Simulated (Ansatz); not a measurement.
Program: Ansatz. Geometries: PBE0-D4/def2-TZVP. ΔE: electronic, gas phase. CCSD(T)/CBS adds triple-zeta CCSD(T) − MP2 to the extrapolated MP2 energy (def2 sets, frozen cores). DFT in def2-TZVPP. B3LYP here is the variant with VWN-RPA as its local correlation; programs differ in this. One conformer a species, not always the lowest.

Reaction (formal exchange of groups at a C–C bond): `CCC1CCCCC1` + `[SiH]O[SiH3]` → `CC[Si]O[SiH3]` + `C1CCCCC1`

`CCC1CCCCC1`:

Cartesian coordinates in Å:
```
C -1.874 0.625 2.271
C -1.823 0.258 0.797
C -0.464 -0.228 0.308
C -0.555 -0.743 -1.126
C 0.785 -1.235 -1.652
C 1.853 -0.157 -1.542
C 1.961 0.358 -0.114
C 0.617 0.845 0.409
H -1.557 -0.216 2.895
H -2.888 0.898 2.573
H -1.226 1.472 2.504
H -2.563 -0.526 0.597
H -2.128 1.120 0.191
H -0.157 -1.071 0.946
H -1.303 -1.540 -1.184
H -0.919 0.071 -1.768
H 0.684 -1.568 -2.690
H 1.099 -2.113 -1.073
H 2.819 -0.539 -1.885
H 1.592 0.677 -2.206
H 2.702 1.160 -0.053
H 2.326 -0.451 0.532
H 0.723 1.183 1.443
H 0.295 1.719 -0.174
```

`[SiH]O[SiH3]`:

```xyz
7

Si    0.484   -2.060    0.778
O    -0.060   -0.956   -0.315
Si   -0.276    0.666   -0.536
H     0.877   -1.065    1.898
H     0.159    1.402    0.679
H     0.530    1.094   -1.706
H    -1.713    0.919   -0.799
```

`CC[Si]O[SiH3]`:

```xyz
13

C     1.584    0.389   -0.369
C     0.451    0.434   -1.397
Si   -1.020    1.495   -0.805
O    -1.574    0.591    0.460
Si   -1.512   -0.769    1.378
H     1.267   -0.080    0.567
H     1.947    1.391   -0.120
H     2.442   -0.180   -0.737
H     0.095   -0.582   -1.614
H     0.817    0.847   -2.344
H    -0.875   -1.887    0.630
H    -0.724   -0.494    2.606
H    -2.896   -1.156    1.746
```

`C1CCCCC1`:

```xyz
18

C    -1.291   -0.580   -0.206
C    -0.492    0.037   -1.343
C     0.357    1.210   -0.835
C     0.799    1.011    0.621
C     0.982   -0.467    0.930
C    -0.356   -1.211    0.834
H    -1.899    0.201    0.264
H    -1.996   -1.327   -0.582
H     0.155   -0.733   -1.778
H    -1.151    0.370   -2.149
H     1.236    1.327   -1.476
H    -0.210    2.142   -0.920
H     0.044    1.423    1.300
H     1.718    1.569    0.816
H     1.423   -0.608    1.920
H     1.698   -0.890    0.216
H    -0.171   -2.259    0.578
H    -0.848   -1.217    1.811
```

(1) Is it downhill or uphill in electronic energy at CCSD(T)/CBS, and by how much? (An estimate is asked.)

(2) What do these levels give: r2SCAN-D4, PBE, r2SCAN, B3LYP, SCS-MP2/def2-TZVPP, MP2/def2-QZVPP? (Estimate.)

Largest T1 diagnostic among the species: 0.014.

Results:

(1) The calculation gave: Downhill: ΔE = -5.3 kJ/mol.

(2) Computed: r2SCAN-D4 -10.6, PBE -12.8, r2SCAN -11.4, B3LYP -10.1, SCS-MP2/def2-TZVPP -1.4, MP2/def2-QZVPP -4.5 kJ/mol.
